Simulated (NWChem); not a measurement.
Si₂H₄SClF; SMILES F[SiH2]S[SiH2]Cl

```xyz
9

Si    -0.3661    -2.1057    -0.3665
F      1.0210    -2.9411    -0.4665
S     -0.2497    -0.6355     1.1802
Si     0.8025     0.8930     0.1068
Cl    -0.4569     1.9568    -1.1382
H     -0.5828    -1.4562    -1.6849
H     -1.4491    -3.0424     0.0195
H      1.8627     0.2886    -0.7425
H      1.3528     1.8168     1.1296
```
Atoms are numbered in this order, from 1.

Level: PBE0/def2-SVP (NWChem), optimised geometry, unscaled harmonic frequencies. 

Question: List the harmonic frequencies with IR intensities, and the thermochemistry.

Answer: 
| frequency (cm⁻¹) | IR intensity (km/mol) |
|---|---|
| 39 | 1.2 |
| 41 | 2.5 |
| 110 | 0.4 |
| 185 | 2.6 |
| 241 | 11.0 |
| 484 | 8.6 |
| 512 | 58.2 |
| 559 | 47.5 |
| 571 | 129.8 |
| 633 | 50.2 |
| 725 | 8.2 |
| 756 | 14.3 |
| 851 | 346.0 |
| 875 | 26.9 |
| 920 | 195.4 |
| 935 | 77.7 |
| 952 | 172.7 |
| 2265 | 62.3 |
| 2276 | 47.4 |
| 2289 | 89.0 |
| 2299 | 101.0 |

The zero-point energy is 26.5 kcal/mol and the thermal correction to the enthalpy at 298.15 K (with zero-point energy) is 31.9 kcal/mol. The heat capacity Cv is 25.2 cal/(mol K). The entropy at 298.15 K and 1 atm (symmetry number 1) is 91.7 cal/(mol K) and the dipole moment comes out as 0.21 D.

Rigid rotor and harmonic oscillator; modes under 100 cm⁻¹ make the entropy uncertain.
